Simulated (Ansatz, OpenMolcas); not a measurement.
**How methods differ on GaH2OF (SMILES [OH][GaH][F])**

GaH2OF: 5 atoms, total charge 0, spin state singlet. As SMILES, `[OH][GaH][F]`. Geometry: relaxed at PBE0-D4/def2-TZVP. This is one conformer, not always the lowest.

```jsonl
{"atom": "O", "x (Å)": "-1.1304", "y (Å)": "-0.5887", "z (Å)": "-0.2838"}
{"atom": "Ga", "x (Å)": "0.3837", "y (Å)": "0.2805", "z (Å)": "0.0156"}
{"atom": "F", "x (Å)": "0.4383", "y (Å)": "1.7778", "z (Å)": "-0.8812"}
{"atom": "H", "x (Å)": "-1.2106", "y (Å)": "-1.4207", "z (Å)": "0.1872"}
{"atom": "H", "x (Å)": "1.5690", "y (Å)": "-0.1226", "z (Å)": "0.9209"}
```

Quantity: the vertical energy of the triplet above the singlet, in eV. The values are calculated.

| level | kind | program | value (eV) | CPU time (all runs) |
| --- | --- | --- | --- | --- |
| HF/cc-pVDZ | Hartree–Fock | Ansatz | 5.88 | 9 s |
| TPSS/cc-pVDZ | meta-GGA | OpenMolcas | 6.33 | 1.8 min |
| BHLYP/cc-pVDZ | global hybrid | OpenMolcas | 6.68 | 95 s |
| PBE0/cc-pVDZ | global hybrid | Ansatz | 6.44 | 25 s |
| wB97M-V/cc-pVDZ | range-separated hybrid | Ansatz | 6.87 | 3.3 min |
| PBE-QIDH/cc-pVDZ | double hybrid | Ansatz | 6.92 | 16 s |
| MP2/cc-pVDZ | perturbation theory | Ansatz | 7.29 | 11 s |
| BCCD(T)/cc-pVDZ | coupled cluster or CI | Ansatz | 6.92 | 43 s |

All-electron rows without a relativistic Hamiltonian named are non-relativistic. The values span 5.88 to 7.29 eV. A triplet this far above the singlet is often a Rydberg-like or dissociative state; sets without diffuse functions put Rydberg states too high. In the correlated wave-function rows the outer d shell of Ga is correlated, in sets not made for it. Times are those of the runs behind each value, whatever else they computed, on shared processors of several kinds: orders of magnitude only.
